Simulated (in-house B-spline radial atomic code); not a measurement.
Configurations of Cd⁺, with energies counted from [Kr] 4d10 5s1. Method: scalar-relativistic (X2C) B97-1, spin-polarised, spherical fractional occupations, exact exchange averaged over the configuration, Fermi nucleus of rms radius 4.6087 fm. Calculated with a radial B-spline atomic code at the basis-set limit. Shells without spins written out take the highest spin.

Occupations are held fixed; configurations that lie above the ionisation limit could autoionise.

```csv
configuration,E - E(ref) (eV),highest orbital,its <r> (bohr)
[Kr] 4d9 5s2,8.6786,5s down,2.568
[Kr] 4d10 5d1,11.064,5d up,5.802
[Ar] 3d10 4s2 4p5 4d10 5s1 5d1,78.844,5d up,5.362
[Ar] 3d9 4s2 4p6 4d10 5s2,403.46,5s down,2.535
[Ar] 3d9 4s2 4p6 4d10 5s1 6d1,418.39,6d up,10.31
```

Problem. Order these further configurations by energy, lowest first.
A. [Kr] 4d9 5s1 5d1
B. [Kr] 4d9 5s1 6f1
C. [Kr] 4d10 5p1
D. [Kr] 4d9 5s1 6d1
E. [Kr] 4d10 6d1

Solution. C (5.7593 eV), E (13.375 eV), A (20.961 eV), D (23.39 eV), B (25.247 eV).

Problem. How far above the reference does [Kr] 4d9 4f1 5s1 lie?

Solution. 23.427 eV; its least bound orbital is 4f up with <r> = 8.521 bohr.
